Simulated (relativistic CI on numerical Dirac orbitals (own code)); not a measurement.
## Crystal-field levels of Ir7+, 5d2

Calculated by Dirac-Coulomb-Breit CI, separate exchange-only KLI orbitals for each configuration, model QED (radiative potential, 1s self-energy scaled to tabulated hydrogen-like ionisation energies), valence Slater integrals scaled by 0.8, one configuration in a parametric crystal field (own radial code).

Field parameters in Wybourne normalisation: D3d B²₀ = −7Dσ, B⁴₀ = −14Dq − 21Dτ, B⁴₃ = −14√(10/7) Dq; Oh B⁴₀ = 21Dq, B⁴₄ = √(5/14) B⁴₀; Td as Oh with Dq negative (B⁴₀ = 21Dq, B⁴₄ = √(5/14) B⁴₀). The field is a parameter set, without covalency.

S and J are read from ⟨S²⟩ = S(S + 1) and ⟨J²⟩ = J(J + 1) of each level; they are not fictitious spins.

Oh, 10Dq = 17150 cm⁻¹, the lowest 16 levels:

| E (cm⁻¹) | Degeneracy | Irrep | S | J |
| --- | --- | --- | --- | --- |
| 0.0 | 2 | E | 0.94 | 2.23 |
| 1214 | 3 | T2 | 0.92 | 2.35 |
| 11173 | 3 | T1 | 0.99 | 3.18 |
| 13081 | 1 | A1 | 0.91 | 3.07 |
| 17087 | 3 | T2 | 0.67 | 3.14 |
| 20741 | 2 | E | 0.33 | 2.86 |
| 22401 | 1 | A2 | 1.00 | 3.00 |
| 26489 | 3 | T2 | 0.74 | 2.67 |
| 26791 | 3 | T1 | 0.95 | 3.48 |
| 27947 | 2 | E | 0.95 | 3.65 |
| 28305 | 1 | A1 | 0.93 | 2.48 |
| 33586 | 3 | T1 | 0.96 | 1.87 |
| 33959 | 3 | T2 | 0.55 | 3.28 |
| 38850 | 1 | A1 | 0.26 | 3.33 |
| 40764 | 2 | E | 0.87 | 2.86 |
| 43200 | 3 | T2 | 0.85 | 2.64 |

D3d, 10Dq = 24050, Dσ = 740, Dτ = 390 cm⁻¹, the lowest 16 levels:

```csv
E (cm⁻¹),Degeneracy,Irrep,S,J
0.0,2,E,0.96,2.39
1346,2,E,0.93,2.47
2128,1,A1,0.88,2.47
9620,1,A2,1.00,3.22
12127,2,E,0.98,3.19
12956,1,A1,0.91,3.15
15860,1,A1,0.45,3.27
18619,2,E,0.39,3.11
22099,2,E,0.34,3.03
29485,1,A2,1.00,3.01
31476,1,A1,0.90,2.87
31977,2,E,0.90,2.81
32681,2,E,0.96,3.38
34022,1,A1,0.74,2.76
35228,1,A2,0.96,3.47
35506,2,E,0.94,3.41
```

Td, 10Dq = -18850 cm⁻¹, the lowest 10 levels:

```csv
E (cm⁻¹),Degeneracy,Irrep,S,J
0.0,3,T2,0.98,2.60
8362,2,E,0.60,2.44
20674,1,A2,1.00,3.00
20713,1,A1,0.59,2.55
21441,3,T2,0.98,3.20
22819,3,T1,0.99,3.11
25971,2,E,0.66,2.66
31192,3,T2,0.90,2.67
31368,3,T1,0.91,2.71
33302,2,E,0.93,3.47
```

The free-ion ground term has S = 1. Every field shown keeps that spin.

Levels of this model without a field, named by their leading LS term (the scale mimics covalency, so terms lie below those of the real free ion): ³F2 0, ³F3 12060, ³P0 16464, ³F4 20565, ³P2 21671, ³P1 24152, ¹G4 34448, ³P2 37393 cm⁻¹.
